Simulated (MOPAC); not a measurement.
MOPAC input (MNDO):

```
MNDO PRECISE GNORM=0.05 LET XYZ CHARGE=-1 GEO-OK AUX(PRECISION=9) THREADS=1
CH4N

C    -0.57153523 1    0.14375636 1    0.12078110 1
N     0.73489764 1   -0.28738991 1   -0.23340796 1
H    -0.87698954 1    0.12027364 1    1.22000294 1
H    -1.32437512 1   -0.51032725 1   -0.36254457 1
H    -0.90475479 1    1.19114357 1   -0.18595523 1
H     1.39104735 1    0.34810127 1    0.23766597 1
```

From the last part of the output:

```
                                                       MOPAC v23.2.5 Linux

          FINAL HEAT OF FORMATION =         23.48009 KCAL/MOL =      98.24071 KJ/MOL

          COSMO AREA              =         68.39 SQUARE ANGSTROMS
          COSMO VOLUME            =         49.68 CUBIC ANGSTROMS

          GRADIENT NORM           =          0.01980          =       0.00808 PER ATOM
          IONIZATION POTENTIAL    =          1.047280 EV
          HOMO LUMO ENERGIES (EV) =         -1.047 10.441
          NO. OF FILLED LEVELS    =          7
          MOLECULAR WEIGHT        =         30.0493         POINT GROUP:  Cs

          MOLECULAR DIMENSIONS (Angstroms)

            Atom       Atom       Distance
            H     6    H     4     2.90762
            N     2    H     5     1.90926
            H     3    N     2     1.56230

          SCF CALCULATIONS        =         15

   ATOM   CHEMICAL          X               Y               Z
  NUMBER   SYMBOL      (ANGSTROMS)     (ANGSTROMS)     (ANGSTROMS)

     1       C         -0.56462768  *   0.13059750  *   0.11062309  *
     2       N          0.71958865  *  -0.27290047  *  -0.22206972  *
     3       H         -0.84872550  *   0.13064476  *   1.22297537  *
     4       H         -1.33037418  *  -0.53138633  *  -0.37846653  *
     5       H         -0.87638171  *   1.19730585  *  -0.17745565  *
     6       H          1.37363361  *   0.34403785  *   0.23491487  *

                             CARTESIAN COORDINATES

   1    C       -0.564627681     0.130597499     0.110623091
   2    N        0.719588646    -0.272900473    -0.222069723
   3    H       -0.848725503     0.130644757     1.222975366
   4    H       -1.330374180    -0.531386331    -0.378466530
   5    H       -0.876381707     1.197305855    -0.177455651
   6    H        1.373633613     0.344037847     0.234914867

           Empirical Formula: C H4 N  =     6 atoms

      MOLECULAR POINT GROUP   :   Cs

                  EIGENVALUES
 -27.61536 -17.29248  -9.02544  -7.48658  -6.87698  -3.25525  -1.04728  10.44070
  10.61404  11.41573  13.26772  14.79420

              NET ATOMIC CHARGES AND DIPOLE CONTRIBUTIONS

  ATOM NO.   TYPE          CHARGE      No. of ELECS.   s-Pop       p-Pop
    1          C           0.268462        3.7315     1.20545     2.52609
    2          N          -0.751878        5.7519     1.77855     3.97332
    3          H          -0.198251        1.1983     1.19825
    4          H          -0.099155        1.0992     1.09915
    5          H          -0.198253        1.1983     1.19825
    6          H          -0.020925        1.0209     1.02093
 DIPOLE           X         Y         Z       TOTAL
 POINT-CHG.    -0.932    -0.069    -0.034     0.936
 HYBRID        -0.433     0.990     0.763     1.323
 SUM           -1.365     0.922     0.729     1.801

          ATOMIC ORBITAL ELECTRON POPULATIONS

     Atom    s        px        py        pz
    1  C   1.20545   0.93715   0.79299   0.79594
    2  N   1.77855   0.95179   1.42458   1.59696
    3  H   1.19825
    4  H   1.09915
    5  H   1.19825
    6  H   1.02093

 **********************
 *                    *
 * JOB ENDED NORMALLY *
 *                    *
 **********************

 == MOPAC DONE ==
```

The dipole moment of an ion depends on the origin.
